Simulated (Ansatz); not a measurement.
Relaxation of ClGaH$_{4}$ (6 atoms, charge 0, multiplicity 1), to a largest force component of 0.03 eV/Å in at most 50 steps.

These are results of RKS PBE0/def2-SVP (Ansatz), not measurements.

```xyz
6
Properties=species:S:1:pos:R:3:forces:R:3
Ga 0.024 -0.501 -0.397 0.02 -0.64 0.33
H 0.007 0.090 2.307 -0.05 1.75 0.53
H 1.426 0.119 -0.654 0.04 0.02 -0.02
H -1.407 0.055 -0.638 -0.04 0.02 -0.02
Cl 0.075 -2.564 0.415 -0.01 0.43 -0.39
H 0.026 -0.593 2.076 0.04 -1.59 -0.43
```

Task: Where does it end, and by what steps?

Result: It converged. After 7 steps the energy has fallen by 0.110 eV; Cl5 moved furthest, 0.33 Å.

```tsv
step	energy less start (eV)	largest force component (eV/Å)	accepted
0	0.0000	1.751	yes
1	-0.0801	0.628	yes
2	-0.0894	0.244	yes
3	-0.0864	0.315	no
4	-0.0963	0.108	yes
5	-0.1045	0.078	yes
6	-0.1087	0.238	yes
7	-0.1097	0.018	yes
```

```xyz
6
Properties=species:S:1:pos:R:3
Ga 0.024 -0.578 -0.290
H 0.006 0.262 2.063
H 1.417 0.096 -0.476
H -1.400 0.028 -0.472
Cl 0.076 -2.705 0.121
H 0.026 -0.496 2.163
```

Whether the end is a true minimum wasn't checked by a vibrational analysis.

The run took 18 s on 1 thread of Arm Neoverse V1 (shared host), peak memory 0.12 GiB.
